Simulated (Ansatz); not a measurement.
Born–Oppenheimer molecular dynamics of F₂H₄O₄W (11 atoms, charge 0, multiplicity 1). It starts from a relaxed structure.

These are results of Ansatz, RKS PBE0/def2-SVP, not measurements.

```json
{"ensemble": "NVE (velocity Verlet)", "time step": "0.5 fs", "steps asked": "150", "starting velocities drawn for": "1500 K", "masses": "H 10 u", "seed": "242717"}
```

First frame:

```xyz
11
Properties=species:S:1:pos:R:3
W -0.026 -0.051 0.069
O -0.071 0.219 1.924
H -0.082 1.086 2.345
O 1.796 -0.485 0.104
H 2.150 -1.381 0.154
F 0.024 1.864 0.163
O -1.878 -0.329 -0.014
H -2.300 -1.196 0.002
F -0.107 -1.968 0.032
O 0.055 0.390 -1.749
H 0.057 1.286 -2.105
```

Question: How far do the bonds stretch over the last three quarters of this one trajectory? (Pairs bonded in most of those frames.)

Answer: 
| bond | mean (Å) | spread (Å) | shortest | longest |
| --- | --- | --- | --- | --- |
| W1–O2 | 1.872 | 0.019 | 1.84 | 1.90 |
| W1–O4 | 1.908 | 0.052 | 1.83 | 1.98 |
| W1–F6 | 1.921 | 0.027 | 1.89 | 1.96 |
| W1–O7 | 1.897 | 0.044 | 1.83 | 1.96 |
| W1–F9 | 1.946 | 0.048 | 1.86 | 2.02 |
| W1–O10 | 1.891 | 0.047 | 1.81 | 1.95 |
| O2–H3 | 0.960 | 0.026 | 0.92 | 1.00 |
| O4–H5 | 0.974 | 0.028 | 0.93 | 1.02 |
| O7–H8 | 0.974 | 0.007 | 0.96 | 0.99 |
| O10–H11 | 0.970 | 0.035 | 0.92 | 1.04 |

Mean temperature of the second half: 678 K. The conserved energy stayed within 0.085 meV per atom of its start (net change 0.036 meV per atom), so the integration is sound. Over the second half the temperature averaged 0.45 of the 1500 K drawn at the start: a run that starts near a minimum puts about half its kinetic energy into the potential. A run of 0.075 ps of so small a system gives no equilibrium averages.

The run took 8 min on 4 threads of Arm Neoverse V1 (shared host), peak memory 0.41 GiB.
